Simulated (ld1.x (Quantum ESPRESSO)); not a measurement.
## Reading a pseudo-wave (Ti (Z = 22))

Columns: radius, all-electron u(r) and pseudo u(r) of the 3d shell (level -34.69 eV) of titanium in the configuration [Ar] 3d1 4s0 4p0; PBE, scalar-relativistic, PAW scheme, ld1.x (Quantum ESPRESSO) 7.5.

```csv
r (bohr),all-electron,pseudo
0.140,0.0797,0.0097
0.280,0.3015,0.0711
0.420,0.5318,0.2075
0.560,0.7066,0.4012
0.700,0.8163,0.6033
0.840,0.8666,0.7596
0.980,0.8712,0.8382
1.120,0.8447,0.8418
1.260,0.7985,0.7993
1.400,0.7412,0.7412
1.540,0.6786,0.6786
1.680,0.6148,0.6148
1.820,0.5524,0.5524
1.960,0.4930,0.4930
2.100,0.4374,0.4374
2.240,0.3861,0.3861
2.380,0.3392,0.3392
2.520,0.2966,0.2966
2.660,0.2582,0.2582
2.800,0.2240,0.2240
2.940,0.1935,0.1935
3.080,0.1666,0.1666
3.220,0.1430,0.1430
3.360,0.1224,0.1224
3.500,0.1045,0.1045
3.640,0.0890,0.0890
```

Question: How many radial nodes do the two functions have?

Answer: The all-electron 3d function has n − l − 1 = 0; the pseudo-wave has 0.

Question: At about which radius was the pseudo-wave matched?

Answer: 1.40 bohr, where the columns begin to agree (steps of 0.14 bohr).

Question: Where does each function peak?

Answer: Outermost all-electron maximum near 0.98 bohr, pseudo maximum near 1.12 bohr (to the table’s step).

Question: Is the pseudo-wave norm-conserving?

Answer: No, it belongs to a PAW set: the norm inside the radius is not constrained, and the difference is carried by the augmentation charge.
